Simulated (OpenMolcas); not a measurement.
An atom or ion with 16 electrons was computed by MS-RASPT2, IPEA 0.25 Eh, imaginary shift 0.1 Eh with spin-orbit coupling (OpenMolcas, ANO-RCC-VQZP, DKH2). The lowest levels that the run gave, each within 12 % of the measured value where one is at hand:

```
J  Parity  E (cm-1)      g
2    even       0.0  1.500
1    even      1006  1.501
0    even      1434       
2    even     14190  1.001
0    even     33270       
2     odd    116220  1.501
1     odd    117130  1.501
0     odd    117600
```

Which ion is it, and what are the configurations and terms?

Ar2+ (Z = 18, charge +2; active space 6 electrons in 9 orbitals (RAS2 3s 3p; RAS3 3d, at most 2 electrons)). J, parity and g give the terms where levels are pure, and mixed ones are named by the computed weights; the size of the splittings, set against known spectra of the 16-electron sequence, gives the charge. In order, with the measured energies in cm-1 (Saloman, J. Phys. Chem. Ref. Data 39, 033101 (2010)): 3s2 3p4 3P2, 3s2 3p4 3P1 (1112), 3s2 3p4 3P0 (1570), 3s2 3p4 1D2 (14010), 3s2 3p4 1S0 (33266), 3s 3p5 3P* 2 (113801), 3s 3p5 3P* 1 (114797), 3s 3p5 3P* 0 (115328).

CASPT2 does not keep the components of a term degenerate, so their means are used; among the terms shown or strongly mixed into the levels shown the widest spread is 180 cm-1 (3s2 3p4 1D). Active for correlation alone: 3d; no level in the range computed is led by a configuration that fills it, so any true level of that kind is missing. Some terms mix strongly with configurations of 3d, whose occupation reaches 0.25 (3s 3p5 3P*). Computed and measured levels are paired by configuration, term and J; levels that our copy of the source lacks, or whose pairing is in doubt (as where it misses far off the trend of its configuration), stay unpaired and out of the deviations. Levels of configurations outside the active space are missing.

* marks odd parity.
